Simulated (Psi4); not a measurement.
Pair of molecules: HCl (SMILES Cl) (first 2 atoms) with CH5N (SMILES CN); geometry from B3LYP-D3(BJ)/def2-TZVP, rigid monomers moved along the line of their centres of mass till Cl1···N4 is 5.59 Å.
(charge 0, multiplicity 1):
```xyz
9

Cl     0.01282    -0.03240     0.03734
H     -0.19402     0.39194    -1.15765
C     -0.10604     0.50418     6.03685
N      0.44351    -0.76452     5.56231
H     -1.12390     0.61567     5.66055
H      0.48055     1.32511     5.62203
H     -0.13121     0.62048     7.12888
H     -0.09281    -1.54796     5.91412
H      1.39777    -0.88827     5.87730
```

The numbers are results of SAPT0/jun-cc-pV(D+d)Z run with Psi4, not measurements.

### Question
Give the four SAPT terms and the total, and say what mostly holds the pair together.

### Answer
electrostatics 0.14, exchange 0.00, induction -0.01, dispersion -0.04, total 0.09 kcal/mol; the largest attraction is dispersion.
